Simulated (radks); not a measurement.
Spherical quantum dot in the effective-mass picture: electrons in a parabolic well V = omega^2 r^2 / 2 with omega = 0.538, with a point charge +2 (a donor) at the centre, all in effective atomic units (hartree* = m*/eps^2 hartree, bohr* = eps/m* bohr), one dielectric constant everywhere. Method: non-relativistic Kohn-Sham, PBE, spin-polarised, spherical densities; computed with a radial shooting solver with Libxc functionals. Levels are named by radial order and angular momentum (1s, 1p, 1d, 2s, ...), and open shells are averaged over m.

N = 30, configuration 1s2 1p6 1d10 2s2 1f(up 7, down 0) 2p(up 3, down 0). This is the lowest configuration that the search found. Occupied levels:

level    occupation  eigenvalue (hartree*)  <r> (bohr*)
1s up             1                 8.1696        1.053
1s down           1                 8.2083        1.016
2s up             1                 8.7584        3.273
1p up             3                 8.7767        3.226
2s down           1                 8.8060        3.225
1p down           3                 8.8322        3.209
1d up             5                 8.9952        3.717
1d down           5                 9.0535        3.671
1f up             7                 9.2328        4.033
2p up             3                 9.2874        3.283

Energy (hartree*): total 155.695, kinetic 16.105, external 33.043, Hartree 116.93, exchange-correlation -10.384.

Electron density:

r (bohr*)  n(r) (e/bohr*^3)
0.511                0.5789
1.06                 0.1319
1.61                0.07751
2.16                0.07127
2.71                0.07139
3.25                0.06977
3.80                0.05930
4.35                0.03908
4.90                0.01811
5.45               0.005608
6.00               0.001177
6.55              0.0001666
7.10             0.00001553
